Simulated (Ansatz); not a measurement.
Total energies of `C[CH](C)[In]([CH](C)C)[N](C)C`.

Z-matrix (Å, degrees):
```
C
C 1 1.524
H 1 1.098 2 110.8
H 1 1.095 2 111.7 3 118.8
H 1 1.093 2 112.5 3 -120.3
In 2 2.180 1 110.7 3 176.8
C 2 1.522 1 111.4 3 -57.0
H 2 1.096 1 108.4 3 62.5
C 6 2.180 2 134.3 1 108.0
N 6 2.040 2 112.8 1 -72.0
H 7 1.094 2 111.7 1 -62.7
H 7 1.098 2 111.0 1 56.5
H 7 1.093 2 112.5 1 176.6
C 9 1.522 6 112.8 2 -17.3
C 9 1.524 6 110.7 2 108.2
H 9 1.096 6 104.7 2 -135.2
C 10 1.436 6 123.9 2 177.4
C 10 1.436 6 123.9 2 -2.8
H 14 1.094 9 111.7 6 62.4
H 14 1.098 9 111.0 6 -178.5
H 14 1.093 9 112.5 6 -58.3
H 15 1.093 9 112.5 6 56.5
H 15 1.098 9 110.9 6 176.7
H 15 1.095 9 111.8 6 -64.4
H 17 1.103 10 112.1 6 119.3
H 17 1.093 10 111.1 6 -0.9
H 17 1.103 10 112.0 6 -121.0
H 18 1.093 10 111.1 6 -0.3
H 18 1.103 10 112.1 6 119.9
H 18 1.103 10 112.1 6 -120.4
```

Total charge 0; spin multiplicity 1. Correlated methods include outer-core shells of In, which these sets cover unevenly. In takes the def2 core potential. The structure was optimised at the PBE0-D4/def2-TZVP level. It is one conformer, not always the lowest. Basis def2-TZVPP, Ansatz.

RPA on PBE orbitals: Hartree–Fock energy of these orbitals -558.22865 Eh, correlation -3.16117 Eh (frozen core).

```
             functional  energy without D4 (Eh)  D4 term (kJ/mol)
            LDA (SPW92)              -558.10791                 –
                    PBE              -561.36893             -72.2
                 revPBE              -561.81871            -210.5
                   BLYP              -561.62491            -152.8
                 r2SCAN              -561.73121             -20.6
                 B97M-V              -561.89702                 –
                   PBE0              -561.43221             -62.4
                  B3LYP              -561.97824            -114.0
                r2SCANh              -561.70372             -21.9
                r2SCAN0              -561.66509             -23.9
HSE06 (plane-wave form)              -561.40754             -58.5
                  BHLYP              -561.56485             -89.0
              CAM-B3LYP              -561.65309             -63.8
                LC-ωPBE              -561.69902                 –
                ωB97X-V              -561.77329                 –
                ωB97M-V              -561.62705                 –
                 B2PLYP              -561.32450                 –
               PBE-QIDH              -561.18581                 –
```

B3LYP takes the VWN-RPA correlation (the form of Gaussian; ORCA's B3LYP/G). HSE06 is the plane-wave form, built on full-range PBE exchange. The double hybrids freeze the cores in their second-order part.

LC-ωPBE has ω = 0.4 bohr⁻¹.
